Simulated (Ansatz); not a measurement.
Calculated with Ansatz (gas phase, PBE0-D4/def2-TZVP geometries, no zero-point term in ΔE). CBS: MP2 limit from def2 TZ/QZ plus the TZ coupled-cluster correction, frozen cores. DFT in def2-TZVPP. B3LYP here is the variant with VWN-RPA as its local correlation; programs differ in this. def2 core potentials past Kr. For Te outer-core shells are correlated without core-valence functions, which leaves a few kJ/mol of doubt a bond. Each species was taken in one conformer, which may not be the lowest.

Consider the ligand exchange at the Si–O bond: `O[SiH2]O[SiH2]O` + H₂Te → `O[SiH2][TeH]` + `O[SiH2]O`.

`O[SiH2]O[SiH2]O`:

Z-matrix (Å, degrees):
```
Si
O 1 1.631
O 1 1.645 2 111.3
H 1 1.482 2 107.2 3 -121.6
H 1 1.478 2 109.9 3 116.0
Si 2 1.636 1 140.8 3 -27.0
H 3 0.959 1 117.4 2 -75.2
O 6 1.640 2 111.7 1 38.9
H 6 1.485 2 107.9 1 -83.1
H 6 1.476 2 108.5 1 155.2
H 8 0.959 6 117.1 2 -65.6
```

H₂Te:

Z-matrix (Å, degrees):
```
Te
H 1 1.656
H 1 1.656 2 90.4
```

`O[SiH2][TeH]`:

```xyz
7

O     1.281   -1.002   -0.421
Si    0.496    0.261    0.278
Te   -1.504    1.027   -1.009
H     0.746   -1.721   -0.761
H     0.012   -0.069    1.643
H     1.476    1.368    0.307
H    -2.506    0.136   -0.037
```

`O[SiH2]O`:

```xyz
7

O    -0.631   -1.052    0.774
Si   -0.306    0.270   -0.144
O     1.292    0.469   -0.463
H    -0.458   -1.914    0.393
H    -0.925    0.163   -1.486
H    -0.845    1.397    0.652
H     1.872    0.667    0.274
```

CCSD(T)/CBS gives +15.1 kcal/mol.

Task: Another level gave +12.6 kcal/mol. Which?
A. r2SCAN-D4/def2-TZVPP
B. B3LYP-D4/def2-TZVPP
C. LDA (SPW92)/def2-TZVPP
D. CAM-B3LYP/def2-TZVPP

Result: C. LDA (SPW92) 12.6, B3LYP-D4 16.4, CAM-B3LYP 18.0, r2SCAN-D4 14.9 kcal/mol.

Largest T1 diagnostic among the species: 0.012.

In def2-TZVPP, CCSD(T) changes the Hartree–Fock value by −3.7 kcal/mol (the triples alone add −0.8 kcal/mol) and MP2 by −5.3 kcal/mol. From BLYP to BHLYP (50 % exact exchange), in def2-TZVPP and without D4, ΔE moves by +3.6 kcal/mol. Leaving LDA and LC-ωPBE aside and taking each functional with its dispersion term where it has one, the values, not all of them listed here, spread over 7.1 kcal/mol, from PBE-D4 to CAM-B3LYP-D4. LDA lies +1.8 kcal/mol from PBE without D4.

CCSD(T)/CBS has its own doubt, a few kJ/mol and more with outer-core shells, so smaller differences from it don't rank the levels.
